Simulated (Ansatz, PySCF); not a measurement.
PySCF was given this input:
```python
from pyscf import gto, scf, dft

mol = gto.M(
    atom='''
K    -0.515992   -0.253325   -0.435053
O     1.047786    0.444316    0.880931
H     1.421565    1.258641    1.218564
''',
    basis='def2-tzvp',
    charge=0,
    spin=0,
    verbose=3,
)

mf = dft.RKS(mol)
mf.xc = 'blyp'
mf.grids.atom_grid = (99, 590)
mf.grids.prune = None
mf.kernel()
```

Question: Write the same job for Ansatz (an electronic-structure program).

Answer: This is not unique; one that fits is 
Ansatz 0.2 input:
```yaml
crystal:
  periodic: [false, false, false]
  atoms:
    - {symbol: K, position_ang: [-0.51599211, -0.25332463, -0.43505305]}
    - {symbol: O, position_ang: [1.04778559, 0.44431587, 0.88093051]}
    - {symbol: H, position_ang: [1.42156540, 1.25864102, 1.21856393]}
basis:
  gaussian:
    orbitals: def2-TZVP
hamiltonian:
  xc: blyp
accuracy: high
```

Both were run: PySCF gave -675.782808 Eh and Ansatz -675.782809 Eh, 0.001 mEh apart.
